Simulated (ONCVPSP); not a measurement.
What one change does to a pseudopotential (cerium (Ce), ONCV)

- Element: cerium (Ce)
- Generator: ONCVPSP 4.0.1
- Type: optimised norm-conserving Vanderbilt (ONCV)
- Functional: PBE
- Relativity: scalar-relativistic
- Frozen core: [Kr] 4d10
- Valence charge: 12
- Reference configuration: 4f1 5s2 5p6 5d1 6s1 (charge +1)
- Partial waves: 5s+6s: rc 2.75 bohr, ncon 4, nbas 9, qcut 4.8 1/bohr, 2 projectors; 5p: rc 1.95 bohr, ncon 3, nbas 6, qcut 5.1 1/bohr, 3 projectors, debl 1.6 Ha; 5d: rc 2.50 bohr, ncon 3, nbas 6, qcut 4 1/bohr, 3 projectors, debl 1.6 Ha; 4f: rc 1.80 bohr, ncon 4, nbas 8, qcut 11.1 1/bohr, 1 projector
- Local potential: polynomial inside 1.60 bohr (lpopt 5, dvloc0 -1 Ha)
- Core correction: Teter function, parameters optimised by the program

All-electron outer shells of the reference configuration (PBE, scalar-relativistic, ld1.x):

```json
{"shell": "4d", "level (eV)": "-116.41", "outermost node (bohr)": "0.31", "outermost maximum (bohr)": "0.66"}
{"shell": "5s", "level (eV)": "-46.49", "outermost node (bohr)": "0.75", "outermost maximum (bohr)": "1.37"}
{"shell": "5p", "level (eV)": "-29.11", "outermost node (bohr)": "0.81", "outermost maximum (bohr)": "1.55"}
{"shell": "4f", "level (eV)": "-11.28", "outermost node (bohr)": "–", "outermost maximum (bohr)": "0.71"}
{"shell": "5d", "level (eV)": "-8.56", "outermost node (bohr)": "0.92", "outermost maximum (bohr)": "2.12"}
{"shell": "6s", "level (eV)": "-8.49", "outermost node (bohr)": "1.81", "outermost maximum (bohr)": "3.54"}
```

Change: s: qcut 4.1; p: qcut 4.3; d: qcut 3.4; f: qcut 9.5.

Cutoffs: the cutoffs (Ha) at which the residual kinetic energy of the hardest occupied pseudo-wave falls to 1 and 0.1 mHa per electron; they do not see the model core or the augmentation charge, which bear on the density cutoff. Errors are all-electron minus pseudo energies relative to the spin-unpolarised reference configuration.

**Question.** What does the change do?

**Answer.** The potential gets softer (46 Ha and 50 Ha → 38 Ha and 42 Ha); of the 4 tests that both files solve, the error grows in 3 and shrinks in 0 by more than 15 % and 0.3 meV (median size 2.4 → 3.5 meV); neither file shows a bound ghost.

| quantity | base | changed |
| --- | --- | --- |
| cutoff, loose | 46 Ha | 38 Ha |
| cutoff, tight | 50 Ha | 42 Ha |
| loose cutoff by channel | s 6.7 Ha, p 11 Ha, d 6.2 Ha, f 46 Ha | s 5.2 Ha, p 9.6 Ha, d 5.9 Ha, f 38 Ha |
| bound ghosts | none | none |
| GHOST(+) flags under 300 eV | s at 13.2 eV, p at 252.0 eV | s at 9.2 eV |
| error for 4f1 5s2 5p6 5d1 6s2, meV [ΔE -6.07 eV] | +0.4 | +0.3 |
| error for 4f1 5s2 5p6 5d1 6s0, meV [ΔE 11.08 eV] | -4.1 | -4.8 |
| error for 4f1 5s2 5p6 5d0 6s0, meV [ΔE 30.26 eV] | -0.7 | +2.1 |
| error for 4f1 5s2 5p5 5d1 6s2, meV [ΔE 21.79 eV] | -16 | -19 |
| s: phases at 2.79 bohr within 0.05 rad from the reference energy up to (Ha; the scan ends near 5) | 0.4 | 0.3 |
| p: phases at 1.99 bohr within 0.05 rad from the reference energy up to (Ha; the scan ends near 5) | to the end of the scan | to the end of the scan |
| d: phases at 2.54 bohr within 0.05 rad from the reference energy up to (Ha; the scan ends near 5) | to the end of the scan | to the end of the scan |
| f: phases at 1.83 bohr within 0.05 rad from the reference energy up to (Ha; the scan ends near 5) | 0.5 | 0.4 |
| rms error of d²Exc/dni dnj with the model core, mHa | 1.79 | 2.22 |
